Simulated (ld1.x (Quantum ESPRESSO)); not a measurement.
iodine (I) TM: all-electron and pseudo phase curves

ld1.x (Quantum ESPRESSO) 7.5 input, shortened:

```
&input
   title='I', zed=53., rel=1, dft='PBE', iswitch=3,
   config='[Kr] 4d10 5s2 5p3.5'
 /
 &inputp
   pseudotype=2, tm=.true., lloc=1,
   nlcc=.false.
 /
3
5S  1  0   2.00   0.00  1.55  1.55  0.0
4D  3  2  10.00   0.00  0.80  0.80  0.0
5P  2  1   3.50   0.00  1.90  1.90  0.0
 &test
   configts(1)='4d10 5s2 5p3.5'
 /
```

The phase is arctan(r·u′/u) with u = r·R(r), unwrapped; energies in Ry, scanned from -7 to 5 Ry. A pole is an energy at which the radial function vanishes at the test radius. The pseudo phase is shifted by a multiple of π to meet the all-electron one at the reference energy, and phase errors are pseudo minus all-electron; the curves can meet again beyond the range given. Levels narrower than the energy grid can be missing from the lists of poles.

Question: For each channel, where are the poles, and over which energies does the pseudopotential scatter like the atom?

Answer:

| channel | radius (bohr) | reference energy (Ry) | poles, all-electron | poles, pseudo | unbroken range about the reference energy with phases within 0.05 rad | phase error 1 Ry above the reference energy (rad) |
| --- | --- | --- | --- | --- | --- | --- |
| s | 2.06 | -2.28 | 0.45 | 0.07 | below 0.7 | -0.009 |
| p | 2.06 | -1.46 | 2.33 | 2.02 | below 3.9 | -0.006 |
| d | 2.06 | -4.78 | -4.64 | -4.64 | below -1.7 | +0.011 |

Phases in the s channel:

| E (Ry) | all-electron | pseudo |
| --- | --- | --- |
| -7.00 | 1.315 | 1.311 |
| -6.48 | 1.294 | 1.289 |
| -5.96 | 1.266 | 1.261 |
| -5.44 | 1.229 | 1.223 |
| -4.92 | 1.177 | 1.170 |
| -4.40 | 1.097 | 1.088 |
| -3.88 | 0.957 | 0.946 |
| -3.36 | 0.672 | 0.658 |
| -2.84 | 0.030 | 0.021 |
| -2.32 | -0.760 | -0.760 |
| -1.80 | -1.160 | -1.163 |
| -1.28 | -1.343 | -1.352 |
| -0.76 | -1.445 | -1.460 |
| -0.24 | -1.511 | -1.534 |
| 0.28 | -1.558 | -1.594 |
| 0.80 | -1.596 | -1.652 |
| 1.32 | -1.628 | -1.721 |
| 1.84 | -1.657 | -1.831 |
| 2.36 | -1.686 | -2.118 |
| 2.88 | -1.717 | -3.469 |
| 3.40 | -1.750 | -4.344 |
| 3.92 | -1.791 | -4.537 |
| 4.44 | -1.842 | -4.620 |
| 4.96 | -1.912 | -4.669 |
